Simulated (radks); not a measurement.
Q: These are the eigenvalues of the occupied orbitals of an atom or ion with whole-number occupations (eV). Method: scalar-relativistic Kohn-Sham, exchange-only LDA, spin-polarised, spherical densities, point nucleus; computed with a radial shooting solver on a logarithmic mesh with Libxc functionals.

orbital  eigenvalue
1s up     -26526.73
1s down   -26526.73
2s up     -3968.129
2s down   -3967.907
2p up     -3566.263
2p down   -3566.087
3s up     -766.8705
3s down   -766.7110
3p up     -635.0645
3p down   -634.8918
3d up     -428.1609
3d down   -427.9345
4s up     -140.0448
4s down   -139.1646
4p up     -100.9995
4p down   -100.1030
4d up      -44.7806
4d down    -43.9165

Which element is it, and in what charge state? The configuration may be excited. Open shells, if any, are filled with parallel spins first.

A: Z = 48, cadmium, charge +3: Cd3+ in [Kr] 4d9. The list shows which subshells hold electrons but not how many an open one holds; the 1s level, -974.84 hartree, gives Z - s = 44.2 by -(Z - s)^2/2, which with screening and relativity narrows Z to a few neighbours, and the depths of the outer levels then fix element, charge and occupations together.
